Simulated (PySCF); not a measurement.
## Ionisation energy of Sb⁺ by level of theory

Sb⁺ [Kr] 4d10 5s2 5p2 [5p1/2^2, M_J = 0] → Sb²⁺ [Kr] 4d10 5s2 5p1 [5p1/2^1, M_J = 1/2], as a difference of total energies. Calculation: PySCF 2.14, in x2c-QZVPPall-2c; the two-component X2C-1e Hamiltonian. Correlated levels: [Ar] 3d10 frozen; the 32 highest virtual spinors dropped. "Screened" scales the spin-orbit matrix elements by Boettger's factors to mimic the two-electron term; Breit and QED terms are absent.

| method | ionisation energy (eV) | error (eV) |
| --- | --- | --- |
| GHF (spin-free) | 15.905 | -0.721 |
| GMP2 (spin-free) | 16.579 | -0.047 |
| GHF (screened spin-orbit) | 15.287 | -1.339 |
| GMP2 (screened spin-orbit) | 16.266 | -0.360 |

Reference: 16.626 ± 0.025 eV (measured; NIST Atomic Spectra Database, ionization energies).

The spin-free rows relax to the high-spin LS determinant and lack the spin-orbit shift.

The labels give the starting determinants; with spin-orbit coupling the two ends relaxed to ⟨J²⟩ = 0.00, ⟨L²⟩ = 1.35, ⟨S²⟩ = 1.35 and ⟨J²⟩ = 0.78, ⟨L²⟩ = 2.05, ⟨S²⟩ = 0.78.
